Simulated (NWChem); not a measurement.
# C$_{3}$H$_{5}$Cl; SMILES C1C(Cl)C1

```xyz
9

Cl    -0.0866    -1.3962     0.0000
C      0.5465     0.2469     0.0000
C     -0.1779     1.3130    -0.7522
C     -0.1779     1.3130     0.7522
H      1.6391     0.2478     0.0000
H      0.4204     2.0560    -1.2870
H     -1.1028     1.0224    -1.2565
H      0.4204     2.0560     1.2870
H     -1.1028     1.0224     1.2565
```
Atoms are numbered in this order, from 1.

All runs: NWChem. The geometry was optimised at PBE0/def2-SVP. GIAO values for the isolated, static molecule; σ is the absolute isotropic shielding, δ = σ(reference) − σ with the isolated reference molecule computed at the same levels (13C: tetramethylsilane, 1H: tetramethylsilane).

For level LDA (Slater exchange, VWN5)/pcSseg-1:

- σ Cl1 (ppm): 775.6
- δ C2 (ppm): 36.9
- δ H5 (ppm): 2.86

### Question
How do the values read with level PBE0/pcSseg-1 instead?

### Answer
| Quantity | Value |
|---|---|
| σ Cl1 (ppm) | 815.4 |
| δ C2 (ppm) | 33.1 |
| δ H5 (ppm) | 2.69 |
